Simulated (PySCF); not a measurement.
# YI₂⁺, singlet: computed properties

Method: PySCF, PBE0, basis Y def2-SVP with ECP28, I def2-SVP with ECP28 (scalar-relativistic core potentials, no spin–orbit coupling, density fitting).

The structure is a minimum.

Coordinates in bohr (charge 1 multiplicity 1):
```
Y     2.0976    0.0000    0.0000
I    -0.7325   -4.2491    0.0000
I    -0.7325    4.2491    0.0000
```

| Item | Value |
| --- | --- |
| Point group | C2v |
| Bond lengths | Y–I 2.702 Å (×2) |
| Bond angles | I–Y–I 112.7° |
| Principal quadrupole moments (Buckingham, traceless) about the centre of mass | -7.11, -6.01, 13.12 D Å |
| Enthalpy at 298.15 K above 0 K | 14.72 kJ/mol |
| Principal polarisabilities | 56.3, 73.9, 139.4 bohr³ |
| Entropy at 298.15 K and 1 bar | 342.0 J/(mol K) |
| Rotational constants | 0.1141, 0.01314, 0.01178 cm⁻¹ |
| Zero-point energy | 3.2 kJ/mol |
| Dipole moment about the centre of mass | 7.99 D |
| Lowest empty level | -7.71 eV |
| Highest occupied level | -12.00 eV |
| Heat capacity Cp at 298.15 K | 56.3 J/(mol K) |
| Rotational symmetry number | 2 |

Harmonic modes (masses in u: Y 88.906, I 126.904):
| symmetry | ω (cm⁻¹) | IR (km/mol) |
| --- | --- | --- |
| a1 | 38 | 3.4 |
| a1 | 232 | 16.3 |
| b2 | 271 | 82.4 |

In C2v the vibrations span 2a1 + b2. Here b1 is antisymmetric to the molecular plane and b2 lies in it.

Charges (e):
| atom | Mulliken | Löwdin | polar tensor | Mayer order to Y1 |
| --- | --- | --- | --- | --- |
| Y1 | 1.03 | 0.24 | 1.79 | – |
| I2,3 | -0.02 | 0.38 | -0.40 | 1.57 |

Mulliken populations on Y1 (electrons outside its core potential): s 2.34, p 6.23, d 1.34, f 0.06.

Formally Y is in oxidation state +3, d0. A d0 centre has no lone pair, yet it is C2v rather than linear: covalent bonding through the d orbitals favours lower symmetry. The polar-tensor charge on Y, 1.79, is far below the formal one.

Stability towards spin polarisation was not tested. Other isomers or separated fragments may lie lower.

The final relaxation and frequency run took 58 s on 2 threads of a shared Arm Neoverse N1 host, with 83 basis functions and 12 gradients; the process peaked at 0.8 GiB. Launch command: `OMP_NUM_THREADS=2 python axn.py task.json out`.
